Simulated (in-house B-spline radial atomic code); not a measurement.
# RPA and G0W0 on LC-wPBE: Sr2+

Configuration [Ar] 3d10 4s2 4p6, mean-field start LC-wPBE. Computed with an all-electron radial atomic-structure program (B-spline basis): all electrons, scalar-relativistic (spin-free one-electron X2C), finite nucleus, each spin shell either full or empty, empty states to l = 9 with an (l + 1/2)⁻⁴ tail; G0W0 by contour deformation at full frequency.

Command:
```bash
python run_gw.py task.json out
```
Settings (radii: box in bohr, nucleus in fm):
```
Z                        38
electrons                36
configuration            [Ar] 3d10 4s2 4p6
hamiltonian              x2c
method                   lc_wpbe
lmax                     9
rms_radius               4.224
spin_polarised           False
box_radius               17.55
intervals                69
```

Cost of the run: 1.7 s on 1 thread of Intel(R) Xeon(R) 6975P-C, on a shared host.

Energies (hartree):

```
                                     term        value
                         mean-field total  -3178.33269
Hartree-Fock functional on these orbitals  -3176.77535
                      direct second order      -2.9483
                    second-order exchange      0.84585
                         SOSEX correction      0.78949
```

(1) What is the RPA correlation energy, and what remains with SOSEX?

Quasi-particle levels (eV):

```
level  occupied  mean field  Σx - vxc     Σc  QP weight     G0W0
   4p       yes      -41.43     -1.50      ?          ?        ?
   5s        no     -10.845      0.49  -0.67      0.989  -11.022
```

G0W0 = mean field + (Σx - vxc) + Σc, with Σc (partial-wave tail included) taken at the quasi-particle energy. Only the outer levels were computed. Levels of low weight are left out.

(2) Where does G0W0 put 4p?

## Answers

(1) RPA gives -2.6119 hartree (-1.97 eV per electron); RPA + SOSEX gives -1.8224, and the second-order doubles -2.1025 hartree (no singles). RPA lacks exchange-type terms and so overcorrelates at short range.

(2) At -43.54 eV, with Σc = -0.60 eV and a quasi-particle weight of 0.954. The tabulated removal energy is 42.884 eV (NIST, measured); the calculation leaves out spin-orbit coupling, Breit and QED terms, and what these don't explain is the method's own error.
